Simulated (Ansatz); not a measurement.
Ansatz results at the PBE0-D4/def2-TZVP geometry: HOMO–LUMO gap (ωB97M-V/def2-TZVPP) 8.51 eV; size of the dipole moment (PBE/def2-TZVPP) 1.82 D; LUMO energy (PBE/def2-TZVPP) -3.46 eV.

Each molecule was computed in one conformer, which needn't be the lowest.

**Question.** Which molecule gave them?
A. `[SiH3]CBC=S`
B. `BSC(=C)[SiH3]`
C. `FC1([SiH3])COC1`
D. `[SiH3]B1CSC1`

**Answer.** A. The others give `FC1([SiH3])COC1`: 11.90, 0.73, -0.51; `[SiH3]B1CSC1`: 8.65, 0.88, -2.98; `BSC(=C)[SiH3]`: 9.95, 1.29, -2.42.
